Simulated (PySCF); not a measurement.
C7H10N (doublet state).
Z-matrix (Å and degrees, GFN2-xTB geometry), rows numbered from 1:
```
C 
N   1  1.4467
C   2  1.4386  1  113.49
C   3  1.5227  2  118.30  1  -175.43
C   4  1.5228  3  105.22  2   -48.91
C   5  1.5215  4   83.57  3   -70.82
C   6  1.4958  5   93.56  4   -21.55
C   7  1.4949  4   83.72  3    22.42
H   1  1.0886  2  109.03  3   178.49
H   1  1.1015  2  113.54  3    56.97
H   1  1.0902  2  108.49  3   -63.41
H   2  1.0154  1  110.55  3  -123.65
H   3  1.1039  2  112.62  1   -42.10
H   5  1.0877  4  113.64  3   178.49
H   5  1.0880  4  116.59  3    47.31
H   6  1.0796  5  126.21  4  -165.42
H   7  1.0705  4  134.67  3  -125.75
H   8  1.0790  3  125.68  2   -75.91
```

The hyperfine couplings belong to this conformer and change with its torsions.

Identity: `CN[C@@H]1[C]2C[C@H]3[C@@H]2[C@H]31` [radical].

The calculation used PySCF, UKS B3LYP, pcH-1 on C H N, non-relativistic, mean-field spin-orbit, GIAO. Isolated species at its GFN2-xTB geometry (one conformer only). The geometry wasn't refined by DFT: couplings that depend on bond lengths, twists or pyramidal angles can differ widely from those at the functional's own minimum. No stability test was run, so a lower SCF solution isn't excluded.

(1) Where do the isotropic ENDOR lines of C8, C6, C3, C5, H13, H16, H18, H14, H17 and H12 fall at 344.8 mT, to first order?

(2) Which pairs are centred on the nuclear Larmor frequency, and which on half the coupling?

(3) At what field would the lower line of H14 fall to zero frequency?

## Answers

(1) For S = 1/2 in fast tumbling each set of equivalent nuclei gives two lines, ν± = |νn ± a/2| to first order, with νn = g_N μN B/h and μN/h = 7.62259 MHz/T.

| nuclei | isotope | g_N | νn (MHz) | a_iso (MHz) | lower line (MHz) | upper line (MHz) |
| --- | --- | --- | --- | --- | --- | --- |
| C8 | 13C | 1.4048 | 3.69 | 59.47 | 26.04 | 33.43 |
| C6 | 13C | 1.4048 | 3.69 | 53.99 | 23.30 | 30.69 |
| C3 | 13C | 1.4048 | 3.69 | -4.73 | 1.32 | 6.06 |
| C5 | 13C | 1.4048 | 3.69 | -2.20 | 2.59 | 4.79 |
| H13 | 1H | 5.5857 | 14.68 | 40.28 | 5.46 | 34.82 |
| H16 | 1H | 5.5857 | 14.68 | 38.02 | 4.33 | 33.69 |
| H18 | 1H | 5.5857 | 14.68 | 37.31 | 3.98 | 33.34 |
| H14 | 1H | 5.5857 | 14.68 | 34.91 | 2.77 | 32.14 |
| H17 | 1H | 5.5857 | 14.68 | 4.58 | 12.39 | 16.97 |
| H12 | 1H | 5.5857 | 14.68 | 2.39 | 13.49 | 15.87 |

The rows for 13C, of low natural abundance, apply to labelled samples.

(2) Centred on νn, since |a| < 2νn: C3, C5, H17 and H12. Centred on |a|/2 and split by 2νn: C8, C6, H13, H16, H18 and H14.

(3) Where νn = |a|/2, that is B = 17.46 MHz/(5.5857 × 7.62259 MHz/T) = 410 mT, as far as first order holds there.

Couplings of abundant isotopes left out: H15 (-0.9 MHz).
